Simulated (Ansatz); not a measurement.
Te2Mo, relaxed as a singlet with RKS B3LYP-D4/def2-TZVP in Ansatz, starting from the GFN1-xTB geometry. Force threshold 0.02 eV/Å.

In the def2 sets Mo, Te take a core potential; there is no spin–orbit coupling. The restricted singlet is unstable towards broken spin symmetry at other levels; at B3LYP-D4/def2-TZVP this wasn't settled. At B3LYP-D4/def2-TZVP a triplet of charge 0 lies 0.77 eV below the restricted singlet, each at its own geometry. The structure comes from a short search, and lower isomers may exist.

Start:

Cartesian coordinates in Å:
```
Mo -0.062 -0.848 -0.017
Te 1.798 0.317 -1.137
Te -1.736 0.531 1.154
```

Task: Estimate the energy that the relaxation releases and the steps that it takes.

Result: 0.09 eV, in 4 steps; 8.5 s on 4 threads of Arm Neoverse V2 on a shared host. No frequencies were taken in this run, so the end may be a saddle point.

Task: Does the start keep its bonding and symmetry?

Result: By distances, no bond broke or formed. The bond that changes most is Mo1–Te2, from 2.47 to 2.43 Å (atoms count from 1). Point group C2v at the start, C2v at the end, both within 0.05 Å.

Task: Predict the relaxed structure.

Result: 
```xyz
3

Mo   -0.070   -0.953   -0.019
Te    1.679    0.377   -1.057
Te   -1.609    0.576    1.076
```
Bond lengths: 2 × Mo–Te 2.43 Å.
